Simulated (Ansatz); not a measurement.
Basis-set extrapolation for `CN(C)c1ccc(N(C)C)cc1` (PBE0-D4/def2-TZVP geometry, frozen core, Ansatz 0.2.0). Multiplicity 1, RHF reference.

|  | def2-TZVPP | def2-QZVPP |
| --- | --- | --- |
| HF | -497.037236 | -497.059339 |
| MP2 correlation | -2.076986 | -2.208933 |
| CCSD(T) correlation | -2.243881 | not run |

Energies in hartree. Use E(X) = E(∞) + A·exp(−7.88·√X) for Hartree–Fock and E(X) = E(∞) + B·X^(−2.97) for correlation, with X = 3 and 4, and add CCSD(T) minus MP2 of the smaller set to the MP2 limit.

Question: What is the CCSD(T) energy at the basis-set limit?

Answer: HF limit: -497.059339 + (-0.022103) × 0.13774 = -497.06238. MP2 limit: -2.208933 + (-0.131947) × 0.74074 = -2.30667. Higher-order term: -2.243881 − (-2.076986) = -0.16689. Total: -499.53594 hartree, 669.0 kJ/mol below CCSD(T)/def2-TZVPP.
